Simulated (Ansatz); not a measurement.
Cost and result for the atomization energy of acetylacetone (keto form), C$_{5}$H$_{8}$O$_{2}$ (15 atoms, 14 bonds).

Z-matrix (Å, degrees):
```
C
C 1 1.498
H 1 1.094 2 109.8
H 1 1.094 2 109.3 3 -116.7
H 1 1.088 2 110.5 3 122.5
O 2 1.205 1 123.4 3 -129.5
C 2 1.523 1 115.8 3 48.2
C 7 1.523 2 107.1 1 -89.0
H 7 1.090 2 111.0 1 28.9
H 7 1.090 2 108.2 1 151.3
C 8 1.498 7 115.8 2 -88.4
O 8 1.205 7 120.7 2 89.4
H 11 1.094 8 109.8 7 47.9
H 11 1.094 8 109.2 7 -68.8
H 11 1.088 8 110.4 7 170.5
```

Total charge 0; spin multiplicity 1. The structure was optimised at the PBE0-D4/def2-TZVP level. It is one conformer, not always the lowest. Program: Ansatz. All runs use 2 threads of an AMD EPYC 7R13 on a shared host and a share of an NVIDIA H100 80 GB. Times are those of one run each, without the atoms' runs, and a repeat can differ threefold. Electronic energies, without spin–orbit coupling; frozen cores. CCSD(T)/CBS adds CCSD(T) − MP2 in def2-TZVPP to the MP2 limit, and its time is that of the two runs behind it. T1 = 0.015. B3LYP takes the VWN-RPA correlation (the form of Gaussian; ORCA's B3LYP/G).

CCSD(T)/CBS is a level of theory with its own doubt, some kJ/mol a heavy atom from the limit and from the frozen cores, so smaller differences don't rank the functionals.

```
                             level  functions  wall time  atomization (kcal/mol)  difference from CCSD(T)/CBS  per bond
                PBE0-D4/def2-TZVPP        329      2.9 s                  1551.6                         15.4       1.1
                 B2PLYP/def2-TZVPP        329      3.3 s                  1525.4                        -10.8      -0.8
   PBE-D4/def2-TZVPP (with forces)        329      3.5 s                  1588.8                         52.6       3.8
 B3LYP-D4/def2-TZVPP (with forces)        329      3.8 s                  1539.4                          3.2       0.2
                ωB97X-V/def2-TZVPP        329      3.9 s                  1541.3                          5.1       0.4
r2SCAN-D4/def2-TZVPP (with forces)        329        4 s                  1547.1                         10.9       0.8
                    MP2/def2-QZVPP        639      4.6 s                  1555.4                         19.2       1.4
  ωB97M-V/def2-TZVPP (with forces)        329        8 s                  1543.6                          7.4       0.5
                CCSD(T)/def2-TZVPP        329      8.5 s                  1499.6                        -36.6      -2.6
                 CCSD(T)/CBS(def2)          –       13 s                  1536.2                          0.0       0.0
```

The D4 term adds +11.6 kcal/mol with B3LYP and +6.2 kcal/mol with PBE0; it sums over pairs of atoms, weighted by their polarisabilities, and B3LYP, whose exchange is more repulsive, gets the larger term. From PBE to PBE0 (25 % exact exchange), in def2-TZVPP and without D4, the atomization energy moves by −36.0 kcal/mol: exact exchange takes away binding that semilocal exchange gives to molecules. In def2-TZVPP, CCSD(T) changes the Hartree–Fock value by +386.3 kcal/mol (the triples alone add +26.2 kcal/mol) and MP2 by +420.5 kcal/mol; breaking electron pairs costs correlation energy, which Hartree–Fock lacks.
